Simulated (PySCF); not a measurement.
C3H10N, charge +1, singlet, at a GFN2-xTB geometry; PySCF with PBE0/3-21G.

PySCF was given this input:
```python
from pyscf import gto, scf, dft

mol = gto.Mole()
mol.atom = '''
    C     1.212965   -0.435057    1.057457
    C     0.493405    0.730069    0.405607
    N    -0.229128    0.305727   -0.833645
    C    -1.426797   -0.523694   -0.585809
    H     1.901380   -0.911491    0.363196
    H     1.795852   -0.064582    1.895764
    H     0.523502   -1.178712    1.445334
    H     1.215044    1.499857    0.126018
    H    -0.234334    1.167764    1.090651
    H     0.428525   -0.224436   -1.420569
    H    -0.512179    1.141324   -1.358938
    H    -2.127952    0.019403    0.044817
    H    -1.916450   -0.768342   -1.526111
    H    -1.146926   -1.448788   -0.088174
'''
mol.basis = '3-21g'
mol.charge = 1
mol.spin = 0
mol.verbose = 4
mol.build()

mf = dft.RKS(mol)
mf.xc = 'pbe0'
mf.kernel()
mo_i, mo_e, stable_i, stable_e = mf.stability(internal=True, external=True, return_status=True, nroots=6, tol=1e-6)
print('internally stable:', stable_i, ' externally stable:', stable_e)
if not stable_e:
    umf = mf.to_uhf() if not hasattr(mf, 'xc') else mf.to_uks()
    umf.scf_summary = {}
    umf.kernel(umf.make_rdm1(mo_e, umf.mo_occ))
mf.analyze()
```

Question: Predict the main parts of the log of this PySCF run.

Answer: 
```
PySCF version 2.14.0

[INPUT] verbose = 4
[INPUT] num. atoms = 14
[INPUT] num. electrons = 34
[INPUT] charge = 1
[INPUT] spin (= nelec alpha-beta = 2S) = 0
[INPUT] symmetry False subgroup None
[INPUT] Mole.unit = angstrom
[INPUT] Symbol           X                Y                Z      unit          X                Y                Z       unit  Magmom
[INPUT]  1 C      1.212965000000  -0.435057000000   1.057457000000 AA    2.292171648683  -0.822138578575   1.998304118504 Bohr   0.0
[INPUT]  2 C      0.493405000000   0.730069000000   0.405607000000 AA    0.932400318491   1.379630462035   0.766486144206 Bohr   0.0
[INPUT]  3 N     -0.229128000000   0.305727000000  -0.833645000000 AA   -0.432989167469   0.577740298885  -1.575360735113 Bohr   0.0
[INPUT]  4 C     -1.426797000000  -0.523694000000  -0.585809000000 AA   -2.696255565351  -0.989638233078  -1.107018571305 Bohr   0.0
[INPUT]  5 H      1.901380000000  -0.911491000000   0.363196000000 AA    3.593087458726  -1.722468355006   0.686340969538 Bohr   0.0
[INPUT]  6 H      1.795852000000  -0.064582000000   1.895764000000 AA    3.393668440252  -0.122042292577   3.582474756810 Bohr   0.0
[INPUT]  7 H      0.523502000000  -1.178712000000   1.445334000000 AA    0.989275405662  -2.227442859738   2.731285418522 Bohr   0.0
[INPUT]  8 H      1.215044000000   1.499857000000   0.126018000000 AA    2.296100389296   2.834318956012   0.238139506765 Bohr   0.0
[INPUT]  9 H     -0.234334000000   1.167764000000   1.090651000000 AA   -0.442827081674   2.206754138127   2.061031687483 Bohr   0.0
[INPUT] 10 H      0.428525000000  -0.224436000000  -1.420569000000 AA    0.809794887529  -0.424122572493  -2.684486351047 Bohr   0.0
[INPUT] 11 H     -0.512179000000   1.141324000000  -1.358938000000 AA   -0.967878036754   2.156789779393  -2.568020640264 Bohr   0.0
[INPUT] 12 H     -2.127952000000   0.019403000000   0.044817000000 AA   -4.021246486220   0.036666355995   0.084691855725 Bohr   0.0
[INPUT] 13 H     -1.916450000000  -0.768342000000  -1.526111000000 AA   -3.621565631423  -1.451955950001  -2.883931825686 Bohr   0.0
[INPUT] 14 H     -1.146926000000  -1.448788000000  -0.088174000000 AA   -2.167376025143  -2.737812532556  -0.166624711307 Bohr   0.0

nuclear repulsion = 143.761313189736
number of shells = 40
number of NR pGTOs = 90
number of NR cGTOs = 56
basis = 3-21g
ecp = {}

******** <class 'pyscf.dft.rks.RKS'> ********
method = RKS
initial guess = minao
damping factor = 0
level_shift factor = 0
DIIS = <class 'pyscf.scf.diis.CDIIS'>
diis_start_cycle = 1
diis_space = 8
diis_damp = 0
SCF conv_tol = 1e-09
SCF conv_tol_grad = None
SCF max_cycles = 50
direct_scf = True
direct_scf_tol = 1e-13
XC library pyscf.dft.libxc version 7.1.2
    S. Lehtola, C. Steigemann, M. J. T. Oliveira, and M. A. L. Marques,  SoftwareX 7, 1–5 (2018)
XC functionals = pbe0
    C. Adamo and V. Barone,  J. Chem. Phys. 110, 6158 (1999)
    M. Ernzerhof and G. E. Scuseria,  J. Chem. Phys. 110, 5029 (1999)
radial grids:
    Treutler-Ahlrichs [JCP 102, 346 (1995); DOI:10.1063/1.469408] (M4) radial grids

becke partition: Becke, JCP 88, 2547 (1988); DOI:10.1063/1.454033
pruning grids: <function nwchem_prune>
grids dens level: 3
symmetrized grids: False
atomic radii adjust function: <function treutler_atomic_radii_adjust>
small_rho_cutoff = 0
Set gradient conv threshold to 3.16228e-05
Initial guess from minao.
tot grids = 154336
init E= -174.066094492968
cycle= 1 E= -173.665241107302  delta_E= 0.401  |g|= 0.328  |ddm|= 2.99
cycle= 2 E= -173.663406835423  delta_E= 0.00183  |g|= 0.389  |ddm|= 0.83
cycle= 3 E= -173.695632114114  delta_E= -0.0322  |g|= 0.0259  |ddm|= 0.333
cycle= 4 E= -173.695751170956  delta_E= -0.000119  |g|= 0.0136  |ddm|= 0.0366
cycle= 5 E= -173.695792273144  delta_E= -4.11e-05  |g|= 0.00215  |ddm|= 0.0123
cycle= 6 E= -173.695793519862  delta_E= -1.25e-06  |g|= 0.000202  |ddm|= 0.00277
cycle= 7 E= -173.695793532658  delta_E= -1.28e-08  |g|= 6.9e-05  |ddm|= 0.000374
cycle= 8 E= -173.695793533816  delta_E= -1.16e-09  |g|= 1.95e-05  |ddm|= 9.67e-05
cycle= 9 E= -173.695793533917  delta_E= -1.01e-10  |g|= 1.34e-06  |ddm|= 2.12e-05
Extra cycle  E= -173.695793533918  delta_E= -1.36e-12  |g|= 1.02e-06  |ddm|= 2.82e-06
converged SCF energy = -173.695793533918
rhf_internal: lowest eigs of H = [1.50956913 1.60906392 1.65419433 1.71125105 1.74626366 1.75939841]
<class 'pyscf.dft.rks.RKS'> wavefunction is stable in the internal stability analysis
rhf_real2complex: lowest eigs of H = [0.37325822 0.39317284 0.40301831 0.4227857  0.42873332 0.43189166]
<class 'pyscf.dft.rks.RKS'> wavefunction is stable in the real -> complex stability analysis
rhf_external: lowest eigs of H = [0.354471   0.3646594  0.37190459 0.37341232 0.38479996 0.38726818]
<class 'pyscf.dft.rks.RKS'> wavefunction is stable in the RHF/RKS -> UHF/UKS stability analysis
internally stable: True  externally stable: True
**** SCF Summaries ****
Total Energy =                        -173.695793533918419
Nuclear Repulsion Energy =             143.761313189736114
One-electron Energy =                 -509.197568748877131
Two-electron Energy =                  191.740462025222570
Two-electron Coulomb Energy =          218.103309953471381
DFT Exchange-Correlation Energy =      -26.362847928248808
**** MO energy ****
MO #1   energy= -14.6538542698294  occ= 2
MO #2   energy= -10.418394853252   occ= 2
MO #3   energy= -10.4123327418462  occ= 2
MO #4   energy= -10.3411606124724  occ= 2
MO #5   energy= -1.24786353057755  occ= 2
MO #6   energy= -0.993693702066182 occ= 2
MO #7   energy= -0.936283120724446 occ= 2
MO #8   energy= -0.854879262657594 occ= 2
MO #9   energy= -0.809105231721465 occ= 2
MO #10  energy= -0.750129116022027 occ= 2
MO #11  energy= -0.706075782964939 occ= 2
MO #12  energy= -0.648816482903829 occ= 2
MO #13  energy= -0.619091543819367 occ= 2
MO #14  energy= -0.613855339517618 occ= 2
MO #15  energy= -0.585625089851114 occ= 2
MO #16  energy= -0.569631209391671 occ= 2
MO #17  energy= -0.550148214849771 occ= 2
MO #18  energy= -0.125740504281824 occ= 0
MO #19  energy= -0.074938460398712 occ= 0
MO #20  energy= -0.0477343538717276 occ= 0
MO #21  energy= -0.0397681577571758 occ= 0
MO #22  energy= -0.0166113067181524 occ= 0
MO #23  energy= -0.00576640553294405 occ= 0
MO #24  energy= -0.000451852980791312 occ= 0
MO #25  energy= 0.00858559219415955 occ= 0
 ** Mulliken pop on meta-lowdin orthogonal AOs  **
 ** Mulliken pop  **
 ** Mulliken atomic charges  **
charge of    0C =     -0.32268
charge of    1C =     -0.08838
charge of    2N =     -0.09872
charge of    3C =     -0.21456
charge of    4H =      0.12247
charge of    5H =      0.15421
charge of    6H =      0.12565
charge of    7H =      0.14470
charge of    8H =      0.14412
charge of    9H =      0.28449
charge of   10H =      0.28756
charge of   11H =      0.15277
charge of   12H =      0.15494
charge of   13H =      0.15342

WARN: System has nonzero charge 1; the dipole moment is origin-dependent.
Location of origin: [0. 0. 0.]

Dipole moment(X, Y, Z, Debye): -0.89203,  0.90988, -2.48349
```
